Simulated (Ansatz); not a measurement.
Geometry optimisation, RHF/def2-SVP (Ansatz 0.2.0).

Input:

```yaml
crystal:
  periodic: [false, false, false]
  atoms:
    - { symbol: Al, position_ang: [-1.06078, -1.337905, 0.379398] }
    - { symbol: Cl, position_ang: [0.384615, 0.168747, -2.458218] }
    - { symbol: O, position_ang: [0.192171, -2.395405, 0.693041] }
    - { symbol: O, position_ang: [-2.486281, -1.768165, -0.374384] }
    - { symbol: H, position_ang: [0.685323, 1.669714, 0.877671] }
    - { symbol: F, position_ang: [-0.929357, 0.221606, 1.097356] }
    - { symbol: H, position_ang: [0.940695, 1.001174, -1.617336] }
    - { symbol: "N", position_ang: [1.454473, 2.077662, 0.360895] }
    - { symbol: H, position_ang: [0.372568, -3.272223, 0.406014] }
    - { symbol: H, position_ang: [-3.23433, -1.255388, -0.620481] }
    - { symbol: H, position_ang: [1.374999, 3.077715, 0.430025] }
    - { symbol: H, position_ang: [2.305905, 1.812368, 0.826119] }
basis:
  gaussian: { orbitals: def2-SVP }
hamiltonian:
  xc: hf
relax:
  f_tol: 0.03
  max_steps: 50
output:
  orbitals: {}
```

Run as:

```bash
$ ansatz run input.yaml --threads 2 --pin off --max-ram 3072MiB --backend cpu --events-out ev --progress --plain --runs-dir out
```

Q: Where does it end, and by what steps?

A: The forces met the threshold. After 31 steps the energy has fallen by 1.732 eV; H12 moved furthest, 1.78 Å. Parted: Cl2–H7 (1.31 → 2.73 Å). Joined: Al1–Cl2 (3.52 → 2.20 Å), H7–N8 (2.31 → 1.01 Å).

```
step  energy less start (eV)  largest force component (eV/Å)  accepted
   0                  0.0000                           1.639       yes
   2                 -0.2566                           0.398       yes
   4                 -0.4145                           0.400       yes
   6                 -0.5361                           0.745       yes
   8                 -1.0764                           2.253       yes
  10                 -1.2633                           0.983       yes
  12                 -1.4020                           0.205       yes
  14                 -1.4297                           0.159       yes
  16                 -1.1848                           3.079        no
  18                 -1.4573                           0.141       yes
  20                 -1.4975                           0.570       yes
  22                 -1.5856                           0.687       yes
  24                 -1.7068                           0.148       yes
  26                 -1.7262                           0.086       yes
  28                 -1.7318                           0.106       yes
  30                 -1.7323                           0.047       yes
  31                 -1.7324                           0.005       yes
```

```xyz
12
Properties=species:S:1:pos:R:3
Al -0.987 -0.665 -0.209
Cl -0.493 0.095 -2.217
O 0.574 -1.110 0.500
O -2.161 -1.888 -0.127
H 0.396 1.643 0.647
F -1.260 0.804 0.630
H 1.305 1.489 -0.707
N 1.319 1.373 0.300
H 0.848 -2.009 0.578
H -2.963 -1.968 -0.610
H 2.067 1.895 0.728
H 1.355 0.340 0.489
```

Run time: 2.6 min on 2 threads of AMD EPYC 7571 (shared host), peak memory 0.29 GiB.
